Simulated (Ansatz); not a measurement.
Molecule: KCl (charge 0, singlet). 
Geometry from a B3LYP-D3(BJ)/def2-TZVP (Ansatz, a first-principles code) optimisation:
```xyz
2

K      0.0000     0.0000    -1.2757
Cl     0.0000     0.0000     1.4258
```
Charge 0, spin multiplicity 1.

Parts of the frozen-core correlation energy in STO-3G (Ansatz, hartree). Frozen orbitals: 14; correlated occupied orbitals by spin: 4 and 4; virtual: 4 and 4. No spin-orbit coupling. Non-relativistic.

```
term                             value
-------------------------  -----------
reference (HF)             -1047.73844
MP2 opposite-spin             -0.00442
MP2 same-spin                 -0.00076
CCSD correlation              -0.00657
(T)                           -0.00040
FCI minus CCSD(T)             -0.00002
T1 diagnostic                    0.014
largest doubles amplitude        0.039
```
